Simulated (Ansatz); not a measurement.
The cluster Ti₂O₅H₂. Charge 0, multiplicity 1. Geometry PBE-D4/def2-SVP.

Cartesian coordinates in Å:
```
Ti 1.024 1.148 0.054
Ti -0.615 -0.776 -0.014
O 0.840 -0.451 0.994
O 0.744 0.232 -1.610
O -0.989 0.895 -0.009
O 2.120 0.411 -1.222
O -1.823 -2.045 0.405
H 1.416 2.750 0.634
H -2.716 -2.165 0.769
```

The structure holds 1 bond(s) between oxygen atoms. No other spin state of charge 0 was run. Another isomer (singlet) lies 4.54 eV lower at PBE0-D4/def2-TZVP; other spin states weren't run for this one.

Problem. Estimate the orbital energies around the gap (eV) in Ansatz with PBE-D4/def2-TZVP, r2SCAN-D4/def2-TZVP, B97M-V/def2-TZVP, r2SCANh-D4/def2-TZVP, PBE0-D4/def2-TZVP.

Solution. 
| orbital | PBE-D4/def2-TZVP | r2SCAN-D4/def2-TZVP | B97M-V/def2-TZVP | r2SCANh-D4/def2-TZVP | PBE0-D4/def2-TZVP |
| --- | --- | --- | --- | --- | --- |
| HOMO−5 | -8.70 | -9.08 | -9.17 | -9.71 | -10.40 |
| HOMO−4 | -8.27 | -8.66 | -8.75 | -9.28 | -9.94 |
| HOMO−3 | -8.11 | -8.44 | -8.53 | -9.02 | -9.64 |
| HOMO−2 | -7.43 | -7.75 | -7.85 | -8.32 | -8.95 |
| HOMO−1 | -6.68 | -7.05 | -7.13 | -7.60 | -8.19 |
| HOMO | -6.45 | -6.73 | -6.86 | -7.29 | -7.94 |
| LUMO | -3.92 | -3.84 | -3.95 | -3.50 | -3.04 |
| LUMO+1 | -3.62 | -3.56 | -3.62 | -3.21 | -2.70 |
| LUMO+2 | -3.38 | -3.34 | -3.40 | -2.99 | -2.49 |
| LUMO+3 | -3.09 | -3.02 | -3.08 | -2.67 | -2.16 |
| LUMO+4 | -2.96 | -2.89 | -2.95 | -2.51 | -2.00 |
| LUMO+5 | -2.79 | -2.71 | -2.75 | -2.33 | -1.81 |
